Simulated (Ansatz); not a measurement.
`[F][Ge]([F])([SH])[Cl]` and `[F][Ge]([F])([F])[Cl]` differ in one atom or group.

Ansatz, PBE0-D4/def2-TZVP geometries, multiplicity 1. Each molecule was computed in one conformer, which needn't be the lowest.

Scalar relativity is left out up to krypton.

```csv
property,`[F][Ge]([F])([SH])[Cl]`
HOMO energy (PBE0/def2-TZVPP) / eV,-8.69
size of the dipole moment (PBE/def2-TZVPP) / D,2.29
HOMO–LUMO gap (PBE/def2-TZVPP) / eV,4.73
HOMO–LUMO gap (ωB97M-V/def2-TZVPP) / eV,11.38
LUMO energy (PBE/def2-TZVPP) / eV,-2.62
HOMO–LUMO gap (B3LYP/def2-TZVPP) / eV,6.48
```

(1) Give the same properties after the change, and the shifts. (Estimate.)

## Answers

(1) Ansatz gave: 
| property | `[F][Ge]([F])([F])[Cl]` | shift |
| --- | --- | --- |
| HOMO energy (PBE0/def2-TZVPP) / eV | -10.66 | -1.97 |
| size of the dipole moment (PBE/def2-TZVPP) / D | 1.15 | -1.14 |
| HOMO–LUMO gap (PBE/def2-TZVPP) / eV | 6.23 | 1.50 |
| HOMO–LUMO gap (ωB97M-V/def2-TZVPP) / eV | 13.39 | 2.01 |
| LUMO energy (PBE/def2-TZVPP) / eV | -2.87 | -0.25 |
| HOMO–LUMO gap (B3LYP/def2-TZVPP) / eV | 8.20 | 1.72 |

With PBE0 the HOMO falls by 1.97 eV and the LUMO falls by 0.15 eV, so the gap widens by about 1.82 eV. PBE moves the HOMO by -1.74 eV and ωB97M-V by -2.07 eV. The zero-point energy changes by -18.1 kJ/mol with -3 modes. Dipoles are sizes alone; their direction can turn.

B3LYP here is the variant with VWN-RPA as its local correlation; programs differ in this.
